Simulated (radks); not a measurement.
Results of a calculation; reference values are marked as such.
Question: Species: the erbium ion Er4+. Configuration: [Xe] 4f(5/2: 6, 7/2: 4). Code: a radial shooting solver on a logarithmic mesh with Libxc functionals. Model: Dirac Kohn-Sham, PBE, spin-unpolarised, spherical densities, finite nucleus; Fermi nuclear charge, rms radius 5.2516 fm. Some entries of the table are withheld. Estimate them.

orbital  occ.  eigenvalue (eV)  <r^2> (bohr^2)  <1/r> (bohr^-1)
1s1/2       2        -57347.74       0.0005680            77.54
2s1/2       2        -9674.914        0.008777            18.65
2p1/2       2        -9218.534        0.006330            18.62
2p3/2       4        -8301.803        0.007550            16.15
3s1/2       2        -2211.794         0.05795            6.825
3p1/2       2        -2011.318         0.05363              (1)
3p3/2       4        -1818.822         0.06047              (2)
3d3/2       4        -1475.570         0.04765            5.994
3d5/2       6        -1433.516         0.04955            5.839
4s1/2       2        -480.8357             (3)            2.861
4p1/2       2        -400.5960          0.3029              (4)
4p3/2       4        -356.9897          0.3401              (5)
4d3/2       4        -224.7217          0.3815            2.320
4d5/2       6        -216.7417          0.3958            2.266
5s1/2       2         -99.1176           1.625            1.112
5p1/2       2         -75.9782           1.976           0.9985
5p3/2       4         -69.5552           2.235           0.9269
4f5/2       6         -56.6859          0.6629            1.772
4f7/2       4         -55.4574          0.6817            1.750

Answer: 
(1) 3p1/2 <1/r> (bohr^-1): 6.741
(2) 3p3/2 <1/r> (bohr^-1): 6.109
(3) 4s1/2 <r^2> (bohr^2): 0.2904
(4) 4p1/2 <1/r> (bohr^-1): 2.753
(5) 4p3/2 <1/r> (bohr^-1): 2.536
